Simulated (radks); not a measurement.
Values are calculated unless marked as measured or tabulated.
Charge is removed step by step from the 3p level of Zn+, starting from [Ar] 3d10 4s1. Level of theory: scalar-relativistic Kohn-Sham, PBE, spin-unpolarised, spherical densities, finite nucleus; Fermi nuclear charge, rms radius 3.9283 fm (a radial shooting solver on a logarithmic mesh with Libxc functionals).

removed (e)	E - E(0) (eV)	eigenvalue (eV)	E minus straight line (eV)
0	0.000	-93.085	0.000
0.125	11.776	-95.411	-1.076
0.25	23.846	-97.794	-1.858
0.375	36.217	-100.23	-2.339
0.5	48.897	-102.72	-2.512
0.625	61.891	-105.26	-2.370
0.75	75.205	-107.85	-1.908
0.875	88.845	-110.48	-1.120
1	102.82	-113.15	0.000

Removing the whole electron costs 102.82 eV by Delta-SCF, against 93.085 eV from minus the eigenvalue at the starting occupation. Slater's transition state (half an electron removed) gives 102.72 eV. Integrating minus the eigenvalue over the occupation (Janak's theorem) gives 102.85 eV. In this scalar-relativistic scheme the density is built from large components alone, so the theorem holds only approximately. The mean slope of the eigenvalue, de/dn, is 20.1 eV per electron.
